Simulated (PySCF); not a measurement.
## Ionisation energy of Cl⁵⁺ by level of theory

Cl⁵⁺ [Ne] 3s2 → Cl⁶⁺ [Ne] 3s1 [3s1/2^1, M_J = 1/2], as a difference of total energies. Computed with PySCF 2.14 in an even-tempered Gaussian basis (20 s from 0.2 bohr⁻², ratio 2.4; 13 p from 0.26 bohr⁻², ratio 2.4; 5 d from 1.2 bohr⁻², ratio 2.6; 5 f from 1.8 bohr⁻², ratio 2.6), with the two-component X2C-1e Hamiltonian. Correlated levels: 1s2 frozen; the 52 highest virtual spinors dropped. "Screened" scales the spin-orbit matrix elements by Boettger's factors to mimic the two-electron term; Breit and QED terms are absent.

| method | ionisation energy (eV) |
| --- | --- |
| GHF (screened spin-orbit) | 94.972 |
| GMP2 (screened spin-orbit) | 96.534 |

**Question.** How much does correlation contribute at GMP2 (screened spin-orbit)?

**Answer.** 96.534 − (94.972) = 1.562 eV, measured against GHF (screened spin-orbit).

MP2 underrates the near-degeneracy of ns² with np² in the lower species.

For comparison: 96.94 ± 0.04 eV (semi-empirical (NIST evaluation); NIST Atomic Spectra Database, ionization energies).
